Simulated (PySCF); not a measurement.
The same groups moved round the core (silole fluoro). Gas-phase values, no solvent. Strings in code marks are SMILES.

The vertical ionisation energy (Delta-SCF) from two functionals at the same geometries (PBE0-D3(BJ)/def2-TZVP), both in PySCF: PBE-D3(BJ)/def2-TZVP and PBE0-D3(BJ)/def2-TZVP. Delta-SCF ions had no search for a lower state. 

```tsv
species	PBE-D3(BJ)/def2-TZVP (eV)
`FC1[SiH2]C=CC=1`	8.63
`FC1=C[SiH2]C=C1`	8.90
`F[SiH]1C=CC=C1`	9.07
```

Question: What does PBE0-D3(BJ)/def2-TZVP give for each?

Answer: 
- `FC1[SiH2]C=CC=1`: 8.68
- `FC1=C[SiH2]C=C1`: 8.96
- `F[SiH]1C=CC=C1`: 9.07
Over these rows, drawn at random from the members with no instability flagged (it was tested for open shells, ions and some series alone), PBE minus PBE0-D3(BJ): mean -0.04 eV, from -0.06 eV to 0.00 eV.
